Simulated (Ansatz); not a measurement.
Basis-set extrapolation for C₁₃H₉N, SMILES `c1ccc2nc3ccccc3cc2c1` (PBE0-D4/def2-TZVP geometry, frozen core, Ansatz 0.2.0). Multiplicity 1, RHF reference.

```tsv
	def2-TZVPP	def2-QZVPP
HF	-552.183509	-552.205593
MP2 correlation	-2.213581	-2.354056
CCSD(T) correlation	-2.362289	not run
```

Energies in hartree. Use E(X) = E(∞) + A·exp(−7.88·√X) for Hartree–Fock and E(X) = E(∞) + B·X^(−2.97) for correlation, with X = 3 and 4, and add CCSD(T) minus MP2 of the smaller set to the MP2 limit.

Question: What is the CCSD(T) energy at the basis-set limit?

Answer: HF limit: -552.205593 + (-0.022084) × 0.13774 = -552.20863. MP2 limit: -2.354056 + (-0.140475) × 0.74074 = -2.45811. Higher-order term: -2.362289 − (-2.213581) = -0.14871. Total: -554.81545 hartree, 708.0 kJ/mol below CCSD(T)/def2-TZVPP.
